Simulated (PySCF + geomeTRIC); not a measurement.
Species: ClF2Ga, SMILES `[F][Ga]([F])[Cl]` (charge 0, multiplicity 1).

Give a relaxed geometry from PBE0-D4/def2-TZVP in PySCF + geomeTRIC.

the end point of this relaxation (outside a Z-matrix the atoms follow the SMILES, hydrogens last).
Cartesian coordinates (Å) in one orientation:
```xyz
4

F     -1.143    -1.387     0.001
Ga    -0.088    -0.017    -0.001
F     -0.840     1.539     0.004
Cl     1.997    -0.232    -0.007
```
